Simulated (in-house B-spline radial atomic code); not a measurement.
Configurations of the iodine ion I⁵⁺, with energies counted from [Kr] 4d10 5s2. All numbers are computed (scalar-relativistic (X2C) CAM-B3LYP, spin-polarised, spherical fractional occupations, exact exchange averaged over the configuration; Fermi nucleus of rms radius 4.75 fm) with a radial B-spline atomic code at the basis-set limit, not measured. Shells without spins written out take the highest spin.

Occupations are held fixed; configurations that lie above the ionisation limit could autoionise.

| configuration | E - E(ref) (eV) | highest orbital | its <r> (bohr) |
| --- | --- | --- | --- |
| [Kr] 4d10 5s1 5f1 | 49.212 | 5f up | 3.683 |
| [Kr] 4d9 5s2 6f1 | 101.28 | 6f up | 5.911 |
| [Ar] 3d10 4s2 4p5 4d10 5s2 5p1 | 135.05 | 5p up | 1.907 |
| [Ar] 3d10 4s2 4p5 4d10 4f1 5s2 | 154.46 | 4f up | 1.495 |
| [Ar] 3d10 4s2 4p5 4d10 5s2 6s1 | 160.98 | 6s up | 3.258 |
| [Ar] 3d9 4s2 4p6 4d10 5s2 6s1 | 653.18 | 6s up | 3.244 |

Problem. Order these further configurations by energy, lowest first.
A. [Ar] 3d10 4s2 4p5 4d10 5s2 6d1
B. [Kr] 4d9 5s2 6p1
C. [Ar] 3d10 4s2 4p5 4d10 5s2 6p1
D. [Kr] 4d10 5s1 5d1
E. [Ar] 3d9 4s2 4p6 4d10 5s2 6f1

Solution. D (31.26 eV), B (85.603 eV), C (166.25 eV), A (173.9 eV), E (674.16 eV).

Problem. How far above the reference does [Kr] 4d10 4f1 5s1 lie?

Solution. 33.505 eV; its least bound orbital is 4f up with <r> = 1.699 bohr.
